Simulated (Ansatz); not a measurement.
`FB(F)N[SiH3]` → `NB(F)F` + `[SiH2]` at 600 K and 1 bar (silylene loss).

Gas-phase electronic energies from Ansatz, PBE0-D4/def2-TZVP geometries. CCSD(T)/CBS adds triple-zeta CCSD(T) − MP2 to the extrapolated MP2 energy (def2 sets, frozen cores). This one scheme is used for every species. One conformer a species, not always the lowest.

| species | CCSD(T)/CBS energy (Eh) | H − E (kJ/mol) | S (J/(mol·K)) |
| --- | --- | --- | --- |
| `FB(F)N[SiH3]` | -570.75785 | 193.3 | 424.0 |
| `NB(F)F` | -280.46129 | 134.4 | 326.3 |
| `[SiH2]` | -290.19011 | 52.1 | 233.9 |

H − E and S are ideal-gas, rigid-rotor, harmonic terms from PBE0-D4/def2-TZVP, for one conformer and one mirror image of each species. 1 Eh = 2625.50 kJ/mol, R = 8.31446 J/(mol·K).

By hand: ΔE, ΔH, ΔS and ΔG.

ΔE = (-280.46129) + (-290.19011) − (-570.75785) = 0.10645 Eh = 279.5 kJ/mol. Δ(H − E) = 134.4 + 52.1 − 193.3 = -6.8, so ΔH = 272.7 kJ/mol. ΔS = 326.3 + 233.9 − 424.0 = 136.2 J/(mol·K). ΔG = 272.7 − 600 × (136.2)/1000 = 191.0 kJ/mol.

By hand: the equilibrium constant, and the temperature at which ΔG would vanish if ΔH and ΔS stayed fixed.

log₁₀ K = −ΔG/(RT ln 10) = -16.6. ΔG = 0 at ΔH/ΔS = 2002 K.

The number of gas molecules changes by +1, which sets the sign of ΔS. A doubt of 5 kJ/mol in ΔE shifts log₁₀ K by 0.4 here. Other conformers and mirror images would add mixing entropy, several J/(mol·K) or more a flexible species. Modes under 60 cm⁻¹, often nearly free rotors, make the harmonic entropy too high. These are equilibria of isolated gas molecules and say nothing of rates. Largest T1 diagnostic: 0.014 (customary marks: 0.02 for closed shells, 0.045 for open ones).
